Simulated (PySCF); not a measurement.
PySCF input for Hg(I)2 anion (HgI₂), SMILES [I][Hg][I] (connectivity only; charge and spin as stated), charge -1, multiplicity 2, B3LYP-D3(BJ)/def2-SVPD. Coordinates come from a B3LYP-D3(BJ)/def2-SVPD optimisation. The multiplicity is an assumed one; other spin states were not compared. The isomer is the one that the SMILES or the coordinates give; other isomers of the formula were not compared. The def2 effective core potentials stand for the cores of Hg, I; spin–orbit coupling is left out.

```python
import numpy as np
from pyscf import gto, scf, dft, df
from pyscf.hessian import thermo

mol = gto.M(
    atom='''
    Hg    0.00000000    0.00000000    0.00000000
    I     0.00000000    0.00000000    3.06254339
    I     0.00000000    0.00000000   -3.06254339
    ''',
    basis='def2-SVPD',
    ecp={'Hg': 'def2-svp', 'I': 'def2-svp'},
    charge=-1,
    spin=1,
    max_memory=1600,
    verbose=3,
)
mf = dft.UKS(mol, xc='b3lyp').density_fit(auxbasis='def2-universal-jkfit')
mf.disp = 'd3bj'
mf.grids.level = 3
mf.conv_tol = 1e-11
mf.max_cycle = 100
mf.kernel()
fine, coarse = mf.grids, dft.Grids(mol).set(level=1).build(with_non0tab=True)
for _ in range(3):  # follow internal instabilities
    mf.grids = coarse
    mo, _, stable, _ = mf.stability(return_status=True, nroots=4)
    mf.grids = fine
    if stable:
        break
    mf.kernel(mf.make_rdm1(mo, mf.mo_occ))

# [left out here: the lines that compute and print the analytic Hessian (its translational invariance restored by hand, since the grid's response is missing), thermochemistry and intensities]
```

Log of the run:

```

WARN: HOMO -1.49863655988648 >= LUMO -1.49863655988647

converged SCF energy = -749.312714836333  <S^2> = 0.7527485  2S+1 = 2.0027466
<class 'pyscf.df.df_jk.DFUKS'> wavefunction is stable in the internal stability analysis

WARN: DFTD3 does not support analytical Hessian, using finite difference


WARN: Mole.unit (angstrom) is changed to Bohr

Mode                                 0                   1                   2
Irrep
Freq [cm^-1]                        9.4022              9.4022             74.5794
Reduced mass [au]                 159.6657            159.6657            126.9045
Force const [Dyne/A]                0.0083              0.0083              0.4159
Char temp [K]                      13.5277             13.5277            107.3031
Normal mode                   x     y     z       x     y     z       x     y     z
       0  Hg                -0.00 -0.05  0.00    0.05 -0.00 -0.00    0.00  0.00 -0.00
       1   I                 0.00  0.04  0.00   -0.04  0.00 -0.00   -0.00 -0.00  0.06
       2   I                 0.00  0.04 -0.00   -0.04  0.00  0.00   -0.00 -0.00 -0.06
Mode                                 3
Irrep
Freq [cm^-1]                      102.6520
Reduced mass [au]                 159.6657
Force const [Dyne/A]                0.9913
Char temp [K]                     147.6933
Normal mode                   x     y     z
       0  Hg                -0.00 -0.00 -0.05
       1   I                 0.00  0.00  0.04
       2   I                 0.00  0.00  0.04
temperature 298.1500 [K]
pressure 101325.00 [Pa]
Rotational constants [GHz] inf 0.21230 0.21230
Symmetry number 2
Zero-point energy (ZPE) 0.00045 [Eh]   1172.555 [J/mol]
                           tot       elec      trans        rot        vib
Entropy [J/mol/K]       378.038      5.763    185.060     88.058     99.157
Cv [J/mol/K]             53.784      0.000     12.472      8.314     32.998
Cp [J/mol/K]             62.098      0.000     20.786      8.314     32.998
Internal energy [J/mol]                      3718.434   2478.956   9993.861
Internal energy [Eh]   -749.30655  -749.31271
Enthalpy [J/mol]                             6197.391   2478.956   9993.861
Enthalpy [Eh]          -749.30560
Gibbs free energy [J/mol]                  -48978.201 -23775.485 -19569.725
Gibbs free energy [Eh] -749.34853
mode   freq/cm-1   IR/(km/mol)
   1        9.40         1.771
   2        9.40         1.771
   3       74.58         0.000
   4      102.65        33.010
max |gradient| / (hartree/bohr): 2.0029062310132335e-05
APT charges: [ 0.5086 -0.7543 -0.7543]
```

The calculation finished and met its thresholds.

Cost: very roughly 110 core-seconds.
